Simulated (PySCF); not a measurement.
## Working out the ionisation energy of Pd

Pd [Kr] 4d10 (1S) → Pd⁺ [Kr] 4d9 (2D). Computed with PySCF 2.14 in aug-cc-pVDZ-PP with ECP28MDF (5s5p4d2f, 54 functions), with a scalar-relativistic core potential. Frozen: 4s2 4p6. Energies in hartree (1 hartree = 27.21139 eV):

| part | Pd (lower) | Pd⁺ (upper) |
| --- | --- | --- |
| UHF | -126.607907 | -126.376467 |
| MP2 opposite-spin | -0.201763 | -0.147719 |
| MP2 same-spin | -0.111838 | -0.083135 |

**Question.** What does Hartree-Fock give?

**Answer.** (-126.376467) − (-126.607907) = 0.231440 hartree = 6.298 eV.

**Question.** What do MP2 and SCS-MP2 (6/5 opposite-spin, 1/3 same-spin) give?

**Answer.** The opposite-spin parts differ by 1.471 eV and the same-spin parts by 0.781 eV. MP2: 6.298 + (1.471) + (0.781) = 8.550 eV. SCS-MP2: 6.298 + 1.2 × (1.471) + (0.781)/3 = 8.324 eV.

Measured between the centres of the two terms (NIST): 8.512 eV, so MP2 (valence) is off by 0.038 eV.

A double-zeta basis recovers only part of the correlation energy.

What remains against the reference includes basis incompleteness, the frozen core and correlation beyond second order.
